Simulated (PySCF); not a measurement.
## Shapes and spin states of CoS₂⁻

Method: B3LYP/[Co def2-SVPD, S def2-SVPD], no relativity, density fitting, PySCF.

Relaxations began from a few typed shapes and spin states; open shells are unrestricted. The search is not exhaustive: other isomers or separated fragments can lie lower, and high-lying points may rest on an excited occupation.

(1) Which is the lowest minimum found?
A. triplet (⟨S²⟩ 2.54) D∞h: Co–S 2.103 Å (×2); S–Co–S 180.0°
B. singlet (closed shell, unstable to spin polarisation) C2v: Co–S 1.994 Å (×2); S–Co–S 144.5°
C. broken-symmetry Ms = 0 (⟨S²⟩ 1.44) D∞h: Co–S 2.079 Å (×2); S–Co–S 180.0°
D. triplet (⟨S²⟩ 2.54) D∞h: Co–S 2.103 Å (×2); S–Co–S 180.0°
E. quintet D∞h: Co–S 2.107 Å (×2); S–Co–S 180.0°
F. quintet C2v: Co–S 2.283 Å (×2), S–S 2.188 Å; Co–S–S 61.4° (×2), S–Co–S 57.3°
G. singlet D∞h: Co–S 2.006 Å (×2); S–Co–S 180.0°
H. broken-symmetry Ms = 1 (⟨S²⟩ 2.80) C2v: Co–S 2.261 Å (×2), S–S 2.199 Å; Co–S–S 60.9° (×2), S–Co–S 58.2°

## Answers

(1) E. The others lie at 12.4 (triplet D∞h), 12.6 (triplet D∞h), 61.1 (broken-symmetry Ms = 0 D∞h), 115.0 (singlet C2v), 121.5 (singlet D∞h, a saddle point), 133.8 (quintet C2v), 153.1 (broken-symmetry Ms = 1 C2v) kJ/mol above it.

Formally Co is in oxidation state +3, d6, with 4 unpaired electrons (the high-spin count). The Mulliken spin on Co is 2.84. The polar-tensor charge on Co, 0.83, is far below the formal one.

For the lowest minimum: with open d or f shells other occupations or spin states may lie lower. The lowest empty level of this anion is unbound, so it and the gap depend on the basis.

The electron or spin density has lower symmetry than the nuclear frame for the triplet (⟨S²⟩ 2.54) D∞h at 12.4 kJ/mol, triplet (⟨S²⟩ 2.54) D∞h at 12.6 kJ/mol, broken-symmetry Ms = 0 (⟨S²⟩ 1.44) D∞h at 61.1 kJ/mol.
